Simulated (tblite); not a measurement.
CH11O2PSi3.
Numbering: `[CH3:1][O:2][Si@@:3]([SiH3:4])([PH2:5])[O:6][SiH3:7]` (hydrogens: H8, H9, H10 on C1; H11, H12, H13 on Si4; H14, H15 on P5; H16, H17, H18 on Si7)

Computed with GFN2-xTB (tblite), gas phase: L-BFGS steps from a force-field or distance-geometry start until the largest atomic force falls under 0.01 eV/Å.

Step 92: E = -645.7628 eV
```
atom  x, y, z in Å  |  force x, y, z in eV/Å
C1      0.7958   -0.5773   -2.3073   -0.007   0.034  -0.034
O2      0.5934   -1.1135   -1.0355   -0.026   0.012   0.001
Si3    -0.2456   -0.4702    0.2047   -0.028   0.004   0.009
Si4    -2.3289    0.3911   -0.3572    0.003   0.020   0.030
P5      0.1831   -2.1252    1.6481   -0.043  -0.040  -0.050
O6      0.4773    0.8913    0.7589    0.027   0.001  -0.022
Si7     1.7449    1.5877    1.4937   -0.021   0.019   0.011
H8     -0.0761   -0.7635   -2.9400   -0.020   0.013   0.015
H9      1.6649   -1.0667   -2.7492    0.003   0.023   0.022
H10     0.9688    0.5006   -2.2550    0.030  -0.030  -0.008
H11    -2.2645    1.7624   -0.8860    0.013  -0.035  -0.002
H12    -2.9966   -0.3993   -1.4023    0.017  -0.019  -0.009
H13    -3.2684    0.4335    0.7724    0.031  -0.017  -0.006
H14    -0.9298   -2.8714    1.2992    0.027  -0.021   0.002
H15    -0.4864   -1.5292    2.6997   -0.026   0.051   0.049
H16     2.6577    2.0306    0.4398   -0.001  -0.016  -0.005
H17     2.3693    0.6219    2.3933    0.023  -0.004   0.004
H18     1.1324    2.7037    2.2109   -0.001   0.004  -0.008
```

Step 93: E = -645.7637 eV
```
atom  x, y, z in Å  |  force x, y, z in eV/Å
C1      0.7999   -0.5729   -2.3035   -0.011   0.031  -0.006
O2      0.5927   -1.1093   -1.0322   -0.026  -0.002  -0.011
Si3    -0.2484   -0.4669    0.2072   -0.006  -0.009  -0.004
Si4    -2.3319    0.3863   -0.3565    0.000   0.048   0.023
P5      0.1766   -2.1280    1.6450   -0.049  -0.049  -0.048
O6      0.4758    0.8950    0.7586    0.037   0.002  -0.014
Si7     1.7487    1.5882    1.4880   -0.030   0.036   0.022
H8     -0.0762   -0.7426   -2.9346   -0.031   0.011   0.011
H9      1.6598   -1.0731   -2.7492    0.020   0.001   0.016
H10     0.9911    0.5007   -2.2469    0.026   0.004  -0.010
H11    -2.2738    1.7569   -0.8898    0.011  -0.046   0.005
H12    -2.9978   -0.4093   -1.3973    0.011  -0.026  -0.020
H13    -3.2683    0.4258    0.7748    0.018  -0.012   0.004
H14    -0.9395   -2.8715    1.2970    0.040  -0.010  -0.003
H15    -0.4901   -1.5364    2.7005   -0.025   0.059   0.054
H16     2.6629    2.0314    0.4345   -0.010  -0.033  -0.001
H17     2.3679    0.6217    2.3909    0.024   0.003  -0.006
H18     1.1419    2.7105    2.2017    0.001  -0.008  -0.010
```

**Question.** Estimate the geometry and energy of step 94. (The exact step hangs on the optimiser's Hessian estimate; all steps are aligned on step 93, rigid shifts and turns removed.)

**Answer.** E = -645.7646 eV, largest force 0.058 eV/Å
```
atom  x, y, z in Å  |  force x, y, z in eV/Å
C1      0.8064   -0.5682   -2.2989   -0.007   0.023   0.010
O2      0.5900   -1.1070   -1.0293   -0.023   0.001  -0.038
Si3    -0.2532   -0.4640    0.2084    0.020  -0.023  -0.011
Si4    -2.3371    0.3831   -0.3533   -0.001   0.050   0.002
P5      0.1699   -2.1315    1.6396   -0.041  -0.035  -0.009
O6      0.4734    0.8984    0.7558    0.041  -0.001  -0.008
Si7     1.7502    1.5895    1.4808   -0.029   0.039   0.023
H8     -0.0755   -0.7154   -2.9288   -0.003   0.025   0.022
H9      1.6554   -1.0845   -2.7485   -0.002   0.002   0.021
H10     1.0240    0.5004   -2.2347    0.007  -0.008  -0.018
H11    -2.2822    1.7519   -0.8912    0.006  -0.044   0.006
H12    -3.0021   -0.4185   -1.3903    0.010  -0.023  -0.019
H13    -3.2688    0.4203    0.7805    0.003  -0.006   0.015
H14    -0.9464   -2.8750    1.2938    0.031  -0.004  -0.011
H15    -0.4926   -1.5442    2.7020   -0.015   0.048   0.029
H16     2.6677    2.0308    0.4284   -0.019  -0.046   0.001
H17     2.3655    0.6222    2.3863    0.020   0.013  -0.012
H18     1.1467    2.7180    2.1877    0.003  -0.012  -0.004
```

The energy changes by -0.0009 eV. The first-order estimate −F·Δx gives -0.0013 eV and the mean of the old and new forces, exact on a quadratic surface, -0.0009 eV. The step makes an angle of 83° with the force vector and moves no atom by more than 0.035 Å.

The cost below is that of the whole relaxation. Time: 1.6 s. Hardware: Arm Neoverse V1, one thread, shared host with 32 logical CPUs at a one-minute load of 24.
